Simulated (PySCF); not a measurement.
**Static response to an electric field**

SnCl2.
Cartesian coordinates in Å at the PBE0-D3(BJ)/def2-SVP level; atoms count from 1:
```
atom  x, y, z in Å
Sn1    0.0043   -0.0071   -1.0477
Cl2    1.7914   -0.0147    0.5310
Cl3   -1.7957    0.0218    0.5167
```

Level: CAM-B3LYP/def2-SVPD (PySCF), static field, nuclei fixed, core orbitals frozen in the response. The polarisability tensor in these axes (au):

```
x   85.00 -0.34  0.05
y   -0.34 51.80  0.13
z    0.05  0.13 71.03
```

Give the principal values, the mean and the anisotropy Δα = √{½[(α1 − α2)² + (α2 − α3)² + (α1 − α3)²]}.

Principal values 51.80, 71.03 and 85.00 au; mean 69.28 au = 10.27 Å³ = 11.42 × 10⁻⁴⁰ C²·m²/J; Δα = 28.88 au (42 % of the mean).

What is the dipole moment, and where does it point?

(0.02, -0.02, -3.65) D, 3.65 D in size, pointing from the negative to the positive side. Measured along this direction, the outermost atoms are Cl3 and Cl2 at the negative end and Sn1 at the positive end.

What would n − 1 = 2πNα be for an ideal gas of these molecules at 350 K and 1 atm, electronic part alone?

N = p/kT = 2.0968 × 10¹⁹ cm⁻³, so n − 1 = 2π × N × 10.27 × 10⁻²⁴ cm³ = 1353 × 10⁻⁶ at long wavelengths.

Find the Langevin capture rate constant for O2+ (31.990 u) meeting this molecule (189.840 u), k = 2.342 × 10⁻⁹ cm³/s × √(α in Å³ / reduced mass in u).

The reduced mass is 27.38 u, so k = 1.43 × 10⁻⁹ cm³/s. The formula leaves out the permanent dipole, which adds to the capture rate.

Estimate the molar refractivity from the static electronic polarisability.

Lorentz–Lorenz: R = (4π/3)N_A α = 2.5225 cm³/(mol·Å³) × 10.27 Å³ = 25.9 cm³/mol, in the limit of long wavelengths.

Isolated species at its PBE0-D3(BJ)/def2-SVP geometry, gas phase. Atoms past krypton carry effective core potentials; spin–orbit coupling is left out.

The run behind these numbers computed excited states as well. The run took 3.8 s wall on one thread of an x86-64 server, on a shared host.
